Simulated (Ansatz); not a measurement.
Ideal-gas functions of `[NH2][Mo](=[O])([OH])=[S]` at 298.15 K and 1 bar, from an Ansatz frequency run at PBE0-D4/def2-TZVP.

Molar mass 177.04 g/mol, point group C1 (symmetry number 1), electronic degeneracy 1, moments of inertia 152.066, 222.193, 241.102 u Å². Harmonic wavenumbers (cm⁻¹, unscaled): 176, 206, 219, 238, 265, 282, 361, 451, 575, 634, 669, 723, 730, 1053, 1533, 3576, 3684, 3888.

Use S(trans) = R[1.5 ln M + 2.5 ln T − 1.1517]; rotational temperatures θ = 24.2544 K / I; S(rot) = R[ln(√π/σ · √(T³/θAθBθC)) + 1.5]; for each mode x = 1.438777 ν̃/T, S = R[x/(eˣ − 1) − ln(1 − e⁻ˣ)] and H = RT x/(eˣ − 1); 1 cm⁻¹ = 0.0119627 kJ/mol; R = 8.31446 J/(mol·K).

By hand: the entropy, in J/(mol·K).

Translation 173.4. Rotation: θ = 0.1595, 0.1092, 0.1006 K, giving 114.7. Vibration, mode by mode: 9.92, 8.70, 8.23, 7.61, 6.81, 6.37, 4.68, 3.32, 2.07, 1.65, 1.44, 1.17, 1.14, 0.32, 0.04, 0.00, 0.00, 0.00, in all 63.5. Electronic 0.0. Sum 351.6 J/(mol·K).

By hand: H − E and G − E in kJ/mol, counted from the electronic energy.

Zero-point energy ½ × 19263 × 0.0119627 = 115.2; thermal vibration 11.5; translation, rotation and pV give 4 RT = 9.9. H − E = 136.6 kJ/mol, and G − E = 136.6 − 298.15 × 351.6/1000 = 31.8 kJ/mol.

Vibration gives 18 % of the entropy. The sum counts one conformer and one mirror image; others add a mixing term.
